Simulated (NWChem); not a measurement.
BiCl₃; SMILES [Cl][Bi]([Cl])[Cl]

Program: NWChem. Medium grid unless said otherwise, to which SCAN and Minnesota functionals are sensitive. Geometry: optimised at PBE0/def2-SVP. def2 effective core potentials on Bi; no spin-orbit coupling. B3LYP is NWChem's, with the RPA form of VWN correlation.

Order these by “dipole (D)”, lowest first: LDA (Slater exchange, VWN5)/def2-SVP; MN15-L/def2-SVP; MPW1K/def2-SVP; B97-2/def2-SVP; LC-BLYP (range parameter 0.33 per bohr)/def2-SVP.

LDA (Slater exchange, VWN5)/def2-SVP (3.54), LC-BLYP (range parameter 0.33 per bohr)/def2-SVP (4.05), B97-2/def2-SVP (4.19), MPW1K/def2-SVP (4.35), MN15-L/def2-SVP (4.45)
